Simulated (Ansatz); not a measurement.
Total energies of the cluster Si7 from Ansatz at PBE-D4/def2-TZVP, gas phase (1 Eh = 27.2114 eV = 2625.5 kJ/mol). The reference geometry is relaxed at r2SCAN-D4/def2-SVP.

```xyz
7

Si   -0.080   -2.067    0.486
Si   -0.557   -0.173    2.044
Si    0.394    1.385   -1.563
Si   -1.217   -0.032   -0.335
Si    0.508   -1.105   -1.743
Si    1.217    0.032    0.334
Si   -0.264    1.960    0.777
```

```
                 state                       geometry  energy (Eh)
      charge 0 singlet                      reference  -2025.53605
      charge 1 doublet                      reference  -2025.24288
      charge 0 triplet  relaxed at r2SCAN-D4/def2-SVP  -2025.48396
      charge 0 quintet  relaxed at r2SCAN-D4/def2-SVP  -2025.43854
free Si atom (triplet)                              –   -289.22285
```

Work out the vertical ionisation energy to the doublet.

E(charge 1 doublet) − E(charge 0 singlet) = -2025.24288 − (-2025.53605) = 0.29317 Eh = 7.98 eV. For comparison, −ε of the highest occupied level is 5.75 eV at this level, 2.23 eV less.

Which of the charge 0 states is lowest, and how far above it are the others?

The singlet. triplet: -2025.48396 − (-2025.53605) = 0.05209 Eh = 136.8 kJ/mol; quintet: -2025.43854 − (-2025.53605) = 0.09751 Eh = 256.0 kJ/mol. The triplet differs in its bonds from the reference. The quintet differs in its bonds from the reference.

What is the binding energy per atom against free atoms?

Atoms: 7 × (-289.22285) = -2024.55995 Eh. Binding: -2024.55995 − (-2025.53605) = 0.97610 Eh = 26.56 eV, or 3.79 eV for each of 7 atoms (no zero-point energy, no counterpoise term).

The structure comes from a short search, and lower isomers may exist.
